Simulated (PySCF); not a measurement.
F₂H₄O₃Si₂. Atoms are numbered in the order given.

```xyz
11

Si     1.2495     0.5919     0.1831
F      2.1173    -0.4115    -0.7936
F      1.1582     2.0271    -0.6017
Si    -0.8697    -0.3989     0.2323
O     -1.0394    -1.1459    -1.2609
O     -2.1976     0.5966     0.4020
O     -0.8174    -1.4113     1.5542
H      2.0448     0.8178     1.4324
H     -0.2028    -1.5022    -1.6137
H     -2.5390     0.9521    -0.4379
H     -1.6647    -1.8262     1.8005
```

Geometry optimised at PBE-D3(BJ)/def2-SVP. This is a generated structure with no PubChem entry under its InChIKey; it may be hypothetical. The values are those of a single conformer.

Calculation: PBE-D3(BJ)/def2-SVP (PySCF).

Frequencies are harmonic and unscaled.

```csv
mode,ν (cm⁻¹),IR (km/mol),moving atoms (share of kinetic energy)
1,27,0.9,"F 58 %, O 35 %"
2,70,2.8,"O 43 %, F 43 %, H 8 %"
3,88,8.1,"O 53 %, F 29 %, H 11 %"
4,174,15.8,"O 43 %, H 27 %, F 23 %"
5,187,17.8,"O 39 %, F 36 %, Si 13 %, H 12 %"
6,226,51.2,"H 48 %, O 33 %, Si 12 %"
7,235,23.3,"H 56 %, F 16 %, O 15 %, Si 13 %"
8,294,25.8,"F 41 %, Si 26 %, H 18 %, O 15 %"
9,310,26.2,"O 57 %, H 25 %, Si 15 %"
10,329,70.9,"H 33 %, Si 33 %, O 28 %"
11,338,63.1,"H 36 %, Si 23 %, F 23 %, O 18 %"
12,372,119.5,"H 63 %, O 29 %"
13,469,54.1,"Si 61 %, O 19 %, H 17 %"
14,737,210.9,"O 59 %, H 32 %"
15,773,81.2,"H 67 %, F 22 %"
16,789,44.9,"H 80 %, F 15 %"
17,795,214.3,"H 59 %, O 27 %"
18,801,25.2,"H 84 %, O 12 %"
19,817,170.2,"H 46 %, F 19 %, Si 18 %, O 18 %"
20,862,177.3,"Si 39 %, O 25 %, H 18 %, F 18 %"
21,905,82.7,"Si 48 %, F 39 %, H 10 %"
22,931,132.6,"Si 43 %, O 30 %, H 23 %"
23,949,127.5,"Si 46 %, O 38 %, H 16 %"
24,2191,144.7,H 96 %
25,3734,106.2,H 94 %
26,3736,39.4,H 94 %
27,3758,93.6,H 94 %
```
